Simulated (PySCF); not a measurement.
**What went wrong, or what changed?**

The sound run of [Nd(P5)2]+ (singlet in the valence; each metal's 4f electrons, 3 of them, lie in its core potential, out of spins and levels) uses PySCF 2.14.0, RKS r2SCAN, Nd lcecp-1-SVP with ECP49, P def2-SVP; non-relativistic Hamiltonian with scalar-relativistic core potentials where named; density fitting; no spin-orbit coupling, grid (50, 194), threshold 1e-8 and 55 cycles at the relaxed geometry. This run, with dm0 from free metal ions and neutral atoms, differs:

```python
mol = gto.M(atom='''
Nd    -0.73207     0.00001     0.00000
P      0.17478     1.81938     2.35883
P     -1.48018     0.56947     2.91382
P     -0.85462    -1.46809     2.70382
P      1.16674    -1.48158     2.00306
P      1.80701     0.55842     1.79811
P      0.17479    -1.81938    -2.35882
P     -1.48018    -0.56949    -2.91381
P     -0.85463     1.46808    -2.70383
P      1.16673     1.48158    -2.00307
P      1.80701    -0.55842    -1.79810''',
    basis={'Nd': 'lcecp-1-SVP', 'P': 'def2-SVP'},
    ecp={'Nd': 'lcecp-1-SVP'},
    charge=1, spin=0)
mf = dft.RKS(mol, xc='R2SCAN')
mf.grids.atom_grid = (50, 194)  # f atoms: unpruned, at least (60, 302)
mf = mf.density_fit()  # fitting sets: Nd AutoAux, P def2-universal-JKFIT
mf.conv_tol = 1e-08; mf.max_cycle = 3
mf.kernel(dm0)
```

Q: What was changed, and how did it end?

A: The cycle limit was cut. The SCF did not converge. These settings are unsound on purpose: the numbers aren't the compound's.
```
init E= -3448.64714552438
cycle= 1 E= -3446.06329841936  delta_E= 2.58  |g|= 0.541  |ddm|=  5.3
cycle= 2 E= -3445.73490881457  delta_E= 0.328  |g|= 1.05  |ddm|= 2.67
cycle= 3 E= -3446.14903423078  delta_E= -0.414  |g|= 0.169  |ddm|=    2
SCF not converged.
```

Run from Python with OMP_NUM_THREADS=4; the lines above give its settings.
It took 4.9 s on 4 threads of Arm Neoverse V1, on a shared host.

No frequency check is given that shows the relaxed geometry to be a minimum. An lcecp potential fixes the number of 4f electrons, so in runs with it no electron can move into or out of that shell.
